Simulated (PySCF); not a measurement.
Several orderings of computed values.

All species are isolated and taken at one optimised geometry, non-relativistic unless stated. Electronic properties by PySCF.

The conformers computed, where there is a choice (atom-mapped SMILES and torsion angles):
- `[CH3:1][P:2]([CH3:3])[P:4]([F:5])[F:6]`: C1–P2–P4–F5 83°
- `[O:1]=[C:2]=[P:3][CH2:4][CH2:5][C:6]([F:7])([F:8])[F:9]`: C2–P3–C4–C5 -72°, P3–C4–C5–C6 -175°, C4–C5–C6–F7 180°
- `[CH2:1]=[CH:2][CH2:3][CH2:4][Cl:5]`: C1–C2–C3–C4 118°, C2–C3–C4–Cl5 179°
- `[SiH3:1][O:2][SiH2:3][S:4][SiH2:5][SH:6]`: Si1–O2–Si3–S4 -10°, O2–Si3–S4–Si5 180°, Si3–S4–Si5–S6 179°, H–S6–Si5–S4 0°

(1) Rank by dipole moment, highest first (B3LYP/def2-SVPD at GFN2-xTB geometries).
A. `CP(P(F)F)C`
B. `S=P12C=CC(C=C1)C=C2`
C. `S[SiH2]S[SiH2]O[SiH3]`
D. `C=CCCCl`
E. `O=C=PCCC(F)(F)F`

(2) Rank by lowest singlet excitation, highest first (TDDFT B3LYP/def2-SVPD at GFN2-xTB geometries).
A. `C=CCCCl`
B. `S=P12C=CC(C=C1)C=C2`
C. `O=C=PCCC(F)(F)F`
D. `[SiH3]O[SiH2]S[SiH2]S`
E. `CP(C)P(F)F`

(3) By how much do the two ends of that ranking differ?

(4) Rank by static isotropic polarisability, lowest first (B3LYP/def2-SVPD at GFN2-xTB geometries).
A. `O=C=PCCC(F)(F)F`
B. `S=P12C=CC(C=C1)C=C2`
C. `[SiH3]O[SiH2]S[SiH2]S`
D. `C(CCl)C=C`

(5) Rank by HOMO energy, highest first (B3LYP/def2-SVPD at GFN2-xTB geometries).
A. `[SiH3]O[SiH2]S[SiH2]S`
B. `S=P12C=CC(C=C1)C=C2`
C. `C(CCl)C=C`
D. `O=C=PCCC(F)(F)F`

(6) Rank by electronic spatial extent ⟨r²⟩ about the centre of nuclear charge, highest first (B3LYP/def2-SVPD at GFN2-xTB geometries).
A. `C1C2C=CP(=S)(C=1)C=C2`
B. `CP(C)P(F)F`
C. `S[SiH2]S[SiH2]O[SiH3]`
D. `O=C=PCCC(F)(F)F`
E. `C(Cl)CC=C`

(7) Rank by HOMO–LUMO gap, lowest first (B3LYP/def2-SVPD at GFN2-xTB geometries).
A. `S=P12C=CC(C=C1)C=C2`
B. `[SiH3]O[SiH2]S[SiH2]S`
C. `C=CCCCl`
D. `O=C=PCCC(F)(F)F`
E. `P(P(C)C)(F)F`

(8) By how much do the two ends of that ranking differ?

Results:

(1) B (5.78 D), A (3.25 D), D (2.01 D), C (1.61 D), E (1.17 D).

(2) A (6.70 eV), D (5.29 eV), E (4.48 eV), B (3.87 eV), C (2.81 eV).

(3) By 3.89 eV, between `C=CCCCl` and `O=C=PCCC(F)(F)F`.

(4) D (65.7 au), A (79.0 au), B (114.9 au), C (124.3 au).

(5) B (-6.33 eV), D (-6.77 eV), A (-7.28 eV), C (-7.61 eV).

(6) C (2654 bohr²), D (1790 bohr²), A (1321 bohr²), B (896 bohr²), E (805 bohr²).

(7) D (4.30 eV), A (4.77 eV), E (5.61 eV), B (6.33 eV), C (7.14 eV).

(8) By 2.84 eV, between `C=CCCCl` and `O=C=PCCC(F)(F)F`.
